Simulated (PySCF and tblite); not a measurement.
Results of a calculation; reference values are marked as such.
3 regioisomers of C₇H₇FO:

```json
{"isomer": "A", "SMILES": "[CH3:1][O:2][c:3]1[cH:4][cH:5][cH:6][c:7]([F:8])[cH:9]1"}
{"isomer": "B", "SMILES": "[CH3:1][O:2][c:3]1[cH:4][cH:5][cH:6][cH:7][c:8]1[F:9]"}
{"isomer": "C", "SMILES": "[CH3:1][O:2][c:3]1[cH:4][cH:5][c:6]([F:7])[cH:8][cH:9]1"}
```

Each isomer is a Boltzmann average at 298.15 K over at most 4 conformers: GFN2-xTB geometries, energies B3LYP/def2-SVP (IEF-PCM, dichloromethane) (D3(BJ) added where defined), GIAO shieldings KT2/pcSseg-1 (IEF-PCM, dichloromethane), GFN2-xTB thermal terms. Programs: PySCF with density fitting and tblite.

(1) What shifts does each isomer give (ppm)?

Shifts are unscaled: against experiment ¹³C can be off by 15 ppm or more and ¹H by 0.8 ppm. The search found a single conformer for at least one isomer; other rotamers may be missing.

Results:

(1) 
A: ¹H (against TMS): 7.39 (H5, 1H), 6.76 (H6, 1H), 6.71 (H4, 1H), 6.62 (H9, 1H), 4.09 (H1, 3H). ¹³C (against TMS): 165.1 (C7), 159.6 (C3), 125.4 (C5), 106.0 (C4), 103.6 (C6), 96.6 (C9), 57.3 (C1).

B: ¹H (against TMS): 7.25 (H7, 1H), 7.18 (H5, 1H), 6.98 (H6, 1H), 6.95 (H4, 1H), 4.14 (H1, 3H). ¹³C (against TMS): 154.4 (C8), 147.5 (C3), 120.2 (C5), 116.1 (C6), 112.8 (C7), 107.5 (C4), 56.9 (C1).

C: ¹H (against TMS): 7.15 (H5/H8, 2H), 6.88 (H4/H9, 2H), 4.05 (H1, 3H). ¹³C (against TMS): 158.7 (C6), 154.6 (C3), 112.3 (C5/C8), 109.7 (C4/C9), 57.4 (C1).
